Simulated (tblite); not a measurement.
A geometry optimisation, step by step.

Compound: C6H15GeN.
Atom-mapped SMILES: `[CH2:1]=[CH:2][C@@H:3]([CH3:4])[C@@H:5]([GeH3:6])[CH2:7][NH2:8]` (hydrogens: H9, H10 on C1; H11 on C2; H12 on C3; H13, H14, H15 on C4; H16 on C5; H17, H18, H19 on Ge6; H20, H21 on C7; H22, H23 on N8)

Computed with GFN2-xTB (tblite), gas phase: L-BFGS steps from a force-field or distance-geometry start until the largest atomic force falls under 0.01 eV/Å. 6 of its 239 geometries are shown.

Step 0: E = -687.7542 eV, largest atomic force 2.004 eV/Å
```
atom  x, y, z in Å  |  force x, y, z in eV/Å
C1      2.456   -0.989    1.328   -0.655   0.195  -1.243
C2      1.906   -0.867    0.100    0.899  -0.255   1.773
C3      1.045    0.302   -0.263   -0.464   0.112  -0.594
C4      0.924    0.416   -1.806    0.049  -0.329   0.217
C5     -0.347    0.226    0.453    0.429  -0.220  -0.110
Ge6    -1.292    1.948    0.322   -0.177   0.512   0.197
C7     -1.235   -0.917   -0.076    0.354  -0.220   0.151
N8     -2.325   -1.181    0.861   -1.002  -0.389  -0.584
H9      3.084   -1.839    1.567   -0.174   0.294   0.101
H10     2.262   -0.237    2.097    0.215  -0.439  -0.303
H11     2.132   -1.638   -0.631   -0.237   0.261  -0.034
H12     1.549    1.225    0.084   -0.209  -0.243   0.051
H13     0.476   -0.510   -2.221    0.312   0.643   0.196
H14     0.312    1.281   -2.095    0.128  -0.282   0.134
H15     1.933    0.555   -2.235   -0.505  -0.138   0.174
H16    -0.168    0.065    1.542   -0.054  -0.151  -0.699
H17    -0.306    3.101    0.676   -0.556  -0.438  -0.204
H18    -2.466    1.964    1.331    0.424   0.182  -0.474
H19    -1.841    2.154   -1.103    0.064   0.088   0.506
H20    -0.621   -1.844   -0.164   -0.353   0.474   0.058
H21    -1.648   -0.668   -1.074    0.365  -0.015   0.060
H22    -2.784   -2.082    0.571    0.433   1.092   0.449
H23    -3.052   -0.437    0.746    0.714  -0.734   0.178
```

Step 48: E = -688.0370 eV, largest atomic force 0.083 eV/Å
```
atom  x, y, z in Å  |  force x, y, z in eV/Å
C1      2.501   -1.022    1.271    0.053   0.019  -0.010
C2      1.851   -0.914    0.127   -0.027   0.018   0.027
C3      1.036    0.295   -0.237   -0.056   0.033   0.008
C4      0.961    0.483   -1.747   -0.004  -0.006  -0.018
C5     -0.350    0.201    0.427   -0.040   0.029   0.041
Ge6    -1.352    1.922    0.299   -0.006  -0.032  -0.024
C7     -1.178   -0.983   -0.064    0.028   0.015  -0.007
N8     -2.340   -1.157    0.793    0.015   0.032  -0.075
H9      3.057   -1.902    1.545    0.015  -0.035  -0.021
H10     2.509   -0.215    1.985    0.005  -0.004   0.034
H11     1.853   -1.728   -0.586    0.004   0.020   0.006
H12     1.521    1.182    0.192    0.027  -0.003   0.008
H13     0.567   -0.405   -2.236   -0.018  -0.019   0.005
H14     0.317    1.328   -1.992    0.012   0.011   0.010
H15     1.953    0.678   -2.147    0.010   0.008  -0.013
H16    -0.177    0.033    1.495   -0.008  -0.003   0.035
H17    -0.429    3.097    0.420    0.019  -0.029  -0.033
H18    -2.379    2.102    1.378    0.019  -0.033  -0.032
H19    -2.083    2.073   -1.008   -0.007   0.006   0.034
H20    -0.576   -1.894    0.018   -0.032  -0.021  -0.037
H21    -1.444   -0.837   -1.125   -0.005  -0.023   0.025
H22    -2.876   -1.966    0.494    0.014   0.027   0.037
H23    -2.947   -0.344    0.710   -0.017  -0.009   0.000
```

Step 95: E = -688.0544 eV, largest atomic force 0.046 eV/Å
```
atom  x, y, z in Å  |  force x, y, z in eV/Å
C1      2.647   -1.030    1.188    0.002  -0.010   0.013
C2      1.835   -0.931    0.152   -0.012   0.013  -0.001
C3      1.024    0.293   -0.161    0.000   0.010  -0.013
C4      0.980    0.536   -1.666    0.006   0.000  -0.005
C5     -0.376    0.183    0.466    0.014   0.026   0.007
Ge6    -1.393    1.886    0.269    0.010  -0.012  -0.008
C7     -1.193   -1.004   -0.032    0.010   0.008  -0.004
N8     -2.440   -1.059    0.712   -0.011  -0.007   0.031
H9      3.199   -1.929    1.400    0.017  -0.001   0.001
H10     2.787   -0.209    1.873    0.008  -0.013   0.003
H11     1.712   -1.764   -0.528   -0.001   0.001   0.017
H12     1.511    1.157    0.311   -0.009  -0.005  -0.002
H13     0.554   -0.317   -2.188   -0.003   0.015  -0.001
H14     0.383    1.422   -1.888   -0.006  -0.013  -0.005
H15     1.988    0.697   -2.045   -0.002   0.004  -0.013
H16    -0.237    0.034    1.542    0.003  -0.008   0.007
H17    -0.453    3.050    0.194    0.000   0.022   0.008
H18    -2.323    2.156    1.409   -0.006  -0.012  -0.002
H19    -2.228    1.936   -0.982    0.012  -0.007   0.007
H20    -0.652   -1.934    0.162    0.019  -0.008   0.010
H21    -1.350   -0.921   -1.119   -0.009  -0.013  -0.043
H22    -2.929   -1.927    0.523   -0.021  -0.001   0.001
H23    -3.048   -0.298    0.418   -0.020   0.011  -0.009
```

Step 143: E = -688.0836 eV, largest atomic force 0.151 eV/Å
```
atom  x, y, z in Å  |  force x, y, z in eV/Å
C1      2.891   -1.015    0.939    0.003  -0.009   0.032
C2      1.811   -0.955    0.184   -0.005  -0.014   0.043
C3      1.015    0.290   -0.061    0.006  -0.008   0.020
C4      0.988    0.575   -1.560   -0.007  -0.027   0.001
C5     -0.381    0.164    0.560   -0.011  -0.018   0.005
Ge6    -1.488    1.802    0.337    0.046   0.055  -0.058
C7     -1.207   -1.032    0.082   -0.045   0.001   0.054
N8     -2.612   -0.729    0.367   -0.043   0.104  -0.100
H9      3.436   -1.933    1.081    0.027   0.003   0.031
H10     3.271   -0.144    1.450    0.013  -0.035  -0.018
H11     1.443   -1.841   -0.317    0.037  -0.022  -0.012
H12     1.513    1.129    0.440    0.005   0.028   0.004
H13     0.546   -0.259   -2.098   -0.043   0.015  -0.071
H14     0.419    1.480   -1.771    0.008  -0.010   0.016
H15     2.006    0.704   -1.923   -0.007   0.048  -0.028
H16    -0.242    0.044    1.640    0.012   0.002  -0.001
H17    -0.583    3.011    0.373   -0.032  -0.028   0.018
H18    -2.525    2.018    1.385    0.010  -0.023  -0.011
H19    -2.149    1.857   -1.008   -0.045   0.031   0.028
H20    -0.910   -1.933    0.625    0.011  -0.034  -0.015
H21    -1.043   -1.214   -0.986   -0.016   0.011   0.020
H22    -3.107   -1.522    0.755    0.046  -0.015   0.044
H23    -3.097   -0.471   -0.486    0.030  -0.055  -0.002
```

Step 190: E = -688.2381 eV, largest atomic force 0.052 eV/Å
```
atom  x, y, z in Å  |  force x, y, z in eV/Å
C1      2.773   -1.027    1.107   -0.031  -0.023   0.017
C2      1.875   -0.948    0.141    0.017  -0.001  -0.004
C3      1.036    0.266   -0.128   -0.003  -0.012   0.025
C4      1.004    0.582   -1.621    0.001  -0.016   0.013
C5     -0.362    0.105    0.488   -0.019   0.030  -0.010
Ge6    -1.456    1.771    0.341   -0.011  -0.026   0.027
C7     -1.242   -0.995   -0.090    0.000   0.005  -0.019
N8     -2.612   -0.648    0.267   -0.044   0.003  -0.014
H9      3.352   -1.919    1.282   -0.016   0.028  -0.002
H10     2.958   -0.198    1.774    0.013  -0.031  -0.034
H11     1.705   -1.790   -0.516   -0.024  -0.013   0.014
H12     1.497    1.120    0.385   -0.009  -0.008   0.009
H13     0.600   -0.246   -2.198   -0.027  -0.021   0.016
H14     0.396    1.467   -1.801   -0.001  -0.002  -0.006
H15     2.014    0.773   -1.979    0.015   0.030   0.007
H16    -0.217   -0.105    1.555   -0.009   0.033  -0.019
H17    -0.515    2.949    0.447   -0.014   0.035  -0.011
H18    -2.447    1.960    1.445    0.021  -0.015  -0.004
H19    -2.170    1.913   -0.960    0.010   0.013  -0.013
H20    -0.944   -1.996    0.259    0.030   0.020  -0.014
H21    -1.188   -0.978   -1.179    0.035  -0.006  -0.027
H22    -2.777   -0.830    1.251    0.043  -0.018   0.022
H23    -3.284   -1.200   -0.259    0.026  -0.003   0.026
```

Step 238: E = -688.2518 eV, largest atomic force 0.009 eV/Å
```
atom  x, y, z in Å  |  force x, y, z in eV/Å
C1      2.750   -1.083    1.093    0.003  -0.002   0.001
C2      1.827   -0.967    0.158   -0.001   0.003   0.001
C3      1.042    0.283   -0.108    0.000   0.003  -0.005
C4      1.042    0.611   -1.599    0.000   0.001  -0.003
C5     -0.371    0.148    0.474    0.000   0.000  -0.003
Ge6    -1.488    1.792    0.296    0.003  -0.002   0.003
C7     -1.224   -0.966   -0.114   -0.005   0.000   0.004
N8     -2.588   -0.689    0.314    0.004   0.002  -0.002
H9      3.282   -2.004    1.265    0.001  -0.006   0.000
H10     3.017   -0.256    1.730    0.000   0.003   0.001
H11     1.578   -1.813   -0.470    0.003   0.002  -0.005
H12     1.521    1.116    0.424    0.001  -0.003   0.004
H13     0.646   -0.216   -2.184    0.001   0.001   0.001
H14     0.436    1.497   -1.786   -0.002  -0.001   0.004
H15     2.058    0.808   -1.936   -0.001  -0.001   0.003
H16    -0.255   -0.050    1.546   -0.002  -0.001  -0.004
H17    -0.592    3.007    0.361   -0.003   0.004  -0.002
H18    -2.471    1.965    1.407    0.005   0.000  -0.001
H19    -2.215    1.875   -1.002   -0.001   0.003  -0.008
H20    -0.867   -1.963    0.187    0.004   0.000  -0.001
H21    -1.209   -0.908   -1.204   -0.001  -0.002   0.009
H22    -2.671   -0.860    1.311   -0.003  -0.003   0.004
H23    -3.253   -1.297   -0.154   -0.005  -0.001  -0.002
```

**Question.** Summarise the path.

**Answer.** The energy falls by 0.4975 eV from step 0 to step 238; nine tenths of that is first reached at step 177. It rises by more than 0.2 meV at steps 111, 114, 117, 120, 123, 126, 145 and 148 and others. The largest force goes from 2.004 to 0.009 eV/Å. Among the bonds Ge6–H18 changes most, from 1.549 to 1.493 Å; the atoms move by 0.563 Å rms after alignment.

**Question.** Follow the three bonds and two angles with the largest change from start to end.

**Answer.** 
```csv
step,E above end (eV),largest force (eV/Å),Ge6–H18 (Å),Ge6–H19 (Å),Ge6–H17 (Å),Ge6–C5–C7 (°),C3–C2–H11 (°)
0,0.4975,2.004,1.549,1.541,1.558,110.5,120.7
10,0.2483,0.109,1.493,1.501,1.496,110.9,115.7
21,0.2350,0.068,1.499,1.502,1.498,112.0,116.3
31,0.2274,0.065,1.500,1.504,1.499,112.8,115.9
41,0.2213,0.097,1.500,1.501,1.499,112.7,116.1
52,0.2105,0.098,1.497,1.501,1.499,111.5,116.6
62,0.2019,0.042,1.496,1.504,1.498,110.4,115.9
72,0.1997,0.028,1.496,1.504,1.498,110.6,115.7
83,0.1987,0.017,1.497,1.503,1.499,110.9,115.7
93,0.1977,0.031,1.497,1.504,1.498,111.0,115.8
103,0.1956,0.024,1.495,1.504,1.500,111.4,115.6
114,0.1941,0.261,1.492,1.506,1.503,111.0,115.4
124,0.1886,0.036,1.492,1.504,1.502,110.3,115.6
135,0.1832,0.062,1.491,1.502,1.503,109.0,115.4
145,0.1691,0.658,1.492,1.496,1.516,107.3,114.6
155,0.1334,0.129,1.487,1.494,1.514,107.1,114.5
166,0.0911,0.214,1.496,1.492,1.510,106.9,116.0
176,0.0522,0.223,1.496,1.491,1.515,106.7,115.2
186,0.0190,0.120,1.493,1.492,1.511,105.4,115.4
197,0.0078,0.061,1.496,1.488,1.511,105.2,115.9
207,0.0025,0.043,1.494,1.491,1.511,104.9,115.9
217,0.0011,0.012,1.493,1.491,1.511,104.8,115.5
228,0.0007,0.019,1.494,1.492,1.512,104.7,115.4
238,0.0000,0.009,1.493,1.491,1.511,104.8,115.4
```

The cost below is that of the whole relaxation. The run took 3.3 s wall on one thread, Arm Neoverse N1 (aarch64) (shared host).
